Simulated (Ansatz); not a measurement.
System: C4H3O2 (charge 0, doublet). It need not be the lowest isomer of its formula. 
Structure (B3LYP-D3(BJ)/def2-TZVP (Ansatz, a quantum-chemistry and plane-wave program) minimum search):
```
O
C 1 1.3629
O 2 1.3382 1 117.59
H 3 0.9656 2 108.99 1 0.00
C 2 1.3459 3 133.39 4 180.00
C 1 1.3836 2 106.93 3 -180.00
C 6 1.3550 1 110.31 2 0.00
H 6 1.0743 7 134.10 5 180.00
H 7 1.0761 6 126.73 8 0.00
```
Charge 0, spin multiplicity 2.

Total electronic energies in hartree. Cores are frozen in the correlated levels unless marked. UHF or UKS for open shells. Spin-orbit coupling is left out. Non-relativistic. Basis-set limits of correlation are two-point, X^-3; Hartree-Fock from the larger set.

The UHF reference is spin-contaminated (<S^2> 0.29 over the pure value in the largest basis). 

```json
[
 {"level": "HF/cc-pVTZ", "program": "Ansatz", "energy (Eh)": "-302.93886"},
 {"level": "BLYP-D4/def2-TZVPD", "program": "Ansatz + dftd4", "energy (Eh)": "-304.60925"},
 {"level": "revPBE/def2-TZVPD", "program": "Ansatz", "energy (Eh)": "-304.58697"},
 {"level": "PBE0/def2-SVP", "program": "Ansatz", "energy (Eh)": "-303.98541"},
 {"level": "PBE0-D3(BJ)/def2-TZVP", "program": "Ansatz + dftd3", "energy (Eh)": "-304.33317"},
 {"level": "CAM-B3LYP-D4/def2-TZVPD", "program": "Ansatz + dftd4", "energy (Eh)": "-304.54263"},
 {"level": "B2GP-PLYP/def2-TZVPD", "program": "Ansatz", "energy (Eh)": "-304.37642"},
 {"level": "B2PLYP-D3(BJ)/def2-TZVPD", "program": "Ansatz + dftd3", "energy (Eh)": "-304.44228"},
 {"level": "B2PLYP-D4/def2-TZVPD", "program": "Ansatz + dftd4", "energy (Eh)": "-304.44189"},
 {"level": "MP2/cc-pwCVTZ", "program": "Ansatz", "energy (Eh)": "-303.99941"},
 {"level": "RI-MP2/cc-pVQZ", "program": "Ansatz", "energy (Eh)": "-304.07424"},
 {"level": "SCS-MP2/STO-3G", "program": "Ansatz", "energy (Eh)": "-299.19528"},
 {"level": "CCSD/CBS(cc-pVTZ,cc-pVQZ)", "program": "Ansatz", "energy (Eh)": "-304.1415"},
 {"level": "CCSD(T) with core electrons/cc-pwCVTZ", "program": "Ansatz", "energy (Eh)": "-304.37994"},
 {"level": "CCSD(T)/CBS(cc-pVTZ,cc-pVQZ)", "program": "Ansatz", "energy (Eh)": "-304.2025"}
]
```

Totals of different functionals don't rank their quality; only differences between species are comparable.
